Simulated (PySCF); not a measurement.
BrH₃O₃Sn, SMILES [Sn]([OH])([Br])([OH])[OH]. Atoms are numbered in the order given.

```xyz
8

O      1.8506     0.2168    -1.3319
Sn     0.0000     0.0000    -0.6303
O     -0.7375    -1.7111    -1.3319
O     -1.1131     1.4943    -1.3319
Br     0.0000     0.0000     1.8883
H      2.2749     0.9686    -0.8711
H     -0.2987    -2.4544    -0.8711
H     -1.9763     1.4859    -0.8711
```

The structure is a stationary point at PBE-D3(BJ)/def2-SVP. The structure was generated by enumeration; whether it is a known compound was not checked. The def2 effective core potentials stand for the cores of Sn; spin–orbit coupling is left out. The values are those of a single conformer.

These are PySCF with PBE-D3(BJ)/def2-SVP values and carry that method's errors.

Frequencies are harmonic and unscaled.

Modes within 1.5 cm⁻¹ of each other (mostly degenerate sets) share a row, with their intensities summed.

| mode | ν (cm⁻¹) | IR (km/mol) | moving atoms (share of kinetic energy) |
|---|---|---|---|
| 1–2 | 54 | 60.5 | H 61 %, O 30 % |
| 3–4 | 140 | 83.9 | O 55 %, Sn 19 %, H 18 % |
| 5 | 155 | 7.3 | O 46 %, H 39 %, Br 9 % |
| 6–7 | 178 | 19.3 | O 66 %, H 30 % |
| 8 | 191 | 118.9 | H 58 %, O 33 %, Br 9 % |
| 9 | 250 | 64.9 | Br 50 %, Sn 41 % |
| 10 | 584 | 32.4 | O 93 % |
| 11–12 | 616 | 142.7 | O 83 %, Sn 16 % |
| 13–14 | 870 | 157.6 | H 93 % |
| 15 | 874 | 78.8 | H 94 % |
| 16–18 | 3695 | 199.2 | H 94 % |
